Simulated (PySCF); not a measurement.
Structure problem from calculated spectra and properties.

Elements present: Al, C, H, O and S. Monoisotopic mass: 164.0452 u.

* Rotational structure: rotational constants A, B, C: 1.475, 1.057, 0.740 GHz [PBE0-D3(BJ)/def2-SVP]
* 13C NMR: chemical shifts (computed TMS as zero) by class: 97.1 (1 C), 79.5 (1 C), 37.9 (1 C), 27.4 (1 C), 26.9 (1 C) ppm [GIAO PBE0/pcSseg-1]
* 1H NMR: chemical shifts (computed TMS as zero) by class: 4.78 (1 H), 4.45 (1 H), 4.35 (1 H), 4.23 (3 H), 2.84 (1 H), 2.81 (3 H), 2.20 (1 H), 2.07 (1 H), 1.95 (1 H) ppm [GIAO PBE0/pcSseg-1]
* Dipole: 2.81 D [PBE0/def2-SVPD]
* NMR, other nuclei: isotropic shieldings of nuclei other than C and H, by class: 260 (1 O), 287 (1 O), 398 (1 Al), 156 (1 S) ppm [GIAO PBE0/pcSseg-1]
* Valence photoelectron: vertical ionisation energy: 8.82 eV [ΔSCF PBE0/def2-SVPD]
* UV, first state: lowest singlet excitation: 5.63 eV (220 nm, f = 0.014) [TDDFT PBE0/def2-SVPD]

Gas-phase values; electronic properties from PySCF, density fitting. Levels stand in brackets. The structure is a single PBE0-D3(BJ)/def2-SVP conformer in the gas phase; no vibrational or solvent corrections. NMR classes are plain means over equivalent atoms (diastereotopic ones count apart unless rotation or inversion swaps them), as if these changed places fast.

Question: Which formula fits the mass and the elements?

Answer: C5H13AlO2S (calculated 164.0452). No other formula that holds each of these elements comes within 0.0003 u with a fitting electron parity and a possible valence count.

Question: Give a SMILES that accounts for the data.

Answer: Numbering: `[CH3:1][S@@:2](=[O:3])[C@H:4]1[CH2:5][CH2:6][CH2:7][O+:8]1[AlH3-:9]`. 5 carbons fall into 5 classes; from least to most shielded: ring sp3 carbon bound to oxygen [C4] (97.1 ppm), ring sp3 carbon bound to oxygen [C7] (79.5 ppm), S-methyl carbon [C1] (37.9 ppm), ring CH2 carbon [C6] (27.4 ppm), ring CH2 carbon [C5] (26.9 ppm). Hydrogen classes from least to most shielded: 1 H on an sp3 carbon bound to oxygen, C4 (4.78 ppm), 1 H on an sp3 carbon bound to oxygen, C7 (4.45 ppm), 1 H on an sp3 carbon bound to oxygen, C7 (4.35 ppm), 3 H on an aluminium bonded to O and 3 H, Al9 (4.23 ppm), 1 H on a ring CH2 carbon, C5 (2.84 ppm), 3 H on an S-methyl carbon, C1 (2.81 ppm, a mean of values up to 1.1 ppm apart in this geometry), 1 H on a ring CH2 carbon, C5 (2.20 ppm), 1 H on a ring CH2 carbon, C6 (2.07 ppm), 1 H on a ring CH2 carbon, C6 (1.95 ppm). The other shieldings belong to: 260 ppm, oxygen bonded to Al and 2 C [O8]; 287 ppm, sulfinyl oxygen [O3]; 398 ppm, aluminium bonded to O and 3 H [Al9]; 156 ppm, sulfinyl sulfur [S2]. The first electron is taken from the HOMO, whose largest Löwdin shares are 0.46 on the sulfinyl oxygen, 0.27 on the sulfinyl sulfur, 0.06 on an sp3 carbon bound to oxygen and 0.05 on the oxygen bonded to Al and 2 C. The optimised geometry has point group C1 and is an asymmetric top. Structure: `[AlH3-][O+]1CCC[C@@H]1[S@](=O)C`. The assignments are read from this structure; whether some other isomer fits the data as well wasn't checked. The mirror image fits equally.
